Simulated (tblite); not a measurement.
Species: C4H6OS2.
Atom-mapped SMILES: `[OH:1][CH2:2][C@H:3]1[CH2:4][S:5][C:6]1=[S:7]` (hydrogens: H8 on O1; H9, H10 on C2; H11 on C3; H12, H13 on C4)

Structure optimised with GFN2-xTB, isolated species.

(1) What internal coordinates does the optimisation give?

Results:

(1) 
```csv
bond,length (bohr)
O1–C2,2.647
C2–C3,2.906
C3–C4,2.899
C4–S5,3.460
S5–C6,3.314
C6=S7,3.046
C3–C6,2.832
O1–H8,1.821
C2–H9,2.066
C2–H10,2.074
C3–H11,2.070
C4–H12,2.054
C4–H13,2.054
```

A selection of angles:
```csv
angle,degrees
C2–O1–H8,109.5
O1–C2–C3,112.2
O1–C2–H9,105.8
O1–C2–H10,112.0
C3–C2–H9,109.6
C3–C2–H10,108.7
H9–C2–H10,108.4
C2–C3–C4,114.0
C2–C3–C6,112.9
C2–C3–H11,108.9
C4–C3–C6,94.8
C4–C3–H11,113.4
C6–C3–H11,112.3
C3–C4–S5,91.9
C3–C4–H12,114.2
C3–C4–H13,115.4
S5–C4–H12,112.2
S5–C4–H13,111.6
H12–C4–H13,110.4
C4–S5–C6,77.0
S5–C6–S7,132.3
C3–C6–S5,96.2
C3–C6–S7,131.5
```

Dihedral angles: O1–C2–C3–C4 66° (synclinal); C2–C3–C4–S5 117° (anticlinal); C3–C4–S5–C6 1° (synperiplanar); C4–S5–C6–S7 180° (antiperiplanar); C2–C3–C6–S5 -117° (anticlinal); H8–O1–C2–C3 68° (synclinal).

The C–S distances run from 1.612 Å (C6=S7, drawn double) to 1.831 Å (C4–S5, drawn single), a spread of 0.219 Å. The 3 C–C bonds span 1.499 Å (C3–C6, drawn single) to 1.538 Å (C2–C3, drawn single), a spread of 0.039 Å. Of the pairs four or more bonds apart, O1···H12 is among the closest relative to their van der Waals radii: 2.85 Å, 105 % of the sum of Bondi's values. The 4-membered ring C3–C4–S5–C6 has internal angles of 77.0° to 96.2° (sum 360°, against 360° for a flat polygon); it is planar, 0.01 Å rms from its mean plane, widest ring torsion 1°.

Point group: C1 (no symmetry element, even within 0.4 Å). Its GFN2-xTB frequencies are all real (lowest 60 cm⁻¹). One conformer, not necessarily the lowest (H–O1–C2–C3 68°, O1–C2–C3–C4 66°).

These are computed values.
